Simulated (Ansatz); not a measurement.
Compare A (`O[SiH]1CCC1`) with its isomer B (`C/C=C(\O)[SiH3]`).

Program: Ansatz. Geometries: PBE0-D4/def2-TZVP. ΔE: electronic, gas phase. CCSD(T)/CBS adds triple-zeta CCSD(T) − MP2 to the extrapolated MP2 energy (def2 sets, frozen cores). Functionals use def2-TZVPP. B3LYP here is the variant with VWN-RPA as its local correlation; programs differ in this. Each species was taken in one conformer, which may not be the lowest.

(1) Which isomer does CCSD(T)/CBS put lower? Give the gap. (Estimate.)

(2) Give E(B) − E(A) in kcal/mol with PBE0-D4, ωB97M-V, B3LYP-D4, CCSD(T)/def2-TZVPP, B3LYP, r2SCAN-D4, PBE-D4. (Estimate.)

Largest T1 diagnostic: 0.012.

Answers

(1) The calculation gave: A, by 45.1 kcal/mol.

(2) The calculation gave: PBE0-D4 45.0, ωB97M-V 45.6, B3LYP-D4 40.0, CCSD(T)/def2-TZVPP 44.2, B3LYP 39.5, r2SCAN-D4 43.7, PBE-D4 41.2. None reverses the order clearly.

From PBE to PBE0 (25 % exact exchange), in def2-TZVPP and without D4, E(B) − E(A) moves by +3.9 kcal/mol. In def2-TZVPP, CCSD(T) changes the Hartree–Fock value by +3.2 kcal/mol (the triples alone add −0.7 kcal/mol) and MP2 by +7.3 kcal/mol.
